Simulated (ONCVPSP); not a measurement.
**Building the ONCV potential for tantalum (Ta) (PBE, scalar-relativistic).**

Ta, optimised norm-conserving Vanderbilt (ONCV), made with ONCVPSP 4.0.1 (PBE, scalar-relativistic). Core [Kr] 4d10 4f14, reference 5s2 5p6 5d3 (charge +2). Waves: 5s: rc 1.75 bohr, ncon 4, nbas 8, qcut 5.3 1/bohr, 2 projectors, debl 1.7 Ha; 5p: rc 2.15 bohr, ncon 4, nbas 7, qcut 5.2 1/bohr, 2 projectors, debl 2.5 Ha; 5d: rc 2.50 bohr, ncon 3, nbas 8, qcut 5.7 1/bohr, 2 projectors, debl 2.5 Ha. Local part: polynomial inside 1.35 bohr (lpopt 5, dvloc0 4 Ha). Core correction: Teter function, fcfact 4.5, rcfact 1.05.

In the s channel the program set the typed energies aside and used -3.254, 0.050 Ha.

Task: Estimate the cutoffs (Ha) at which the residual kinetic energy of the hardest occupied pseudo-wave falls to 1 and 0.1 mHa per electron.

Result: 13 Ha and 47 Ha.

Task: What does a ghost test show?

Result: No bound ghost flagged; GHOST(+) flagged for s at 189.7 eV.

Task: Tests: 5s2 5p6 5d3 6s2; 5s2 5p6 5d3 6s1; 5s2 5p6 5d2; 5s2 5p6 5d4 6s1. Which has the largest error in its energy relative to the reference configuration, and how large is it?

Result: 5s2 5p6 5d3 6s2, with +27 meV (all-electron minus pseudo) on -23.44 eV.
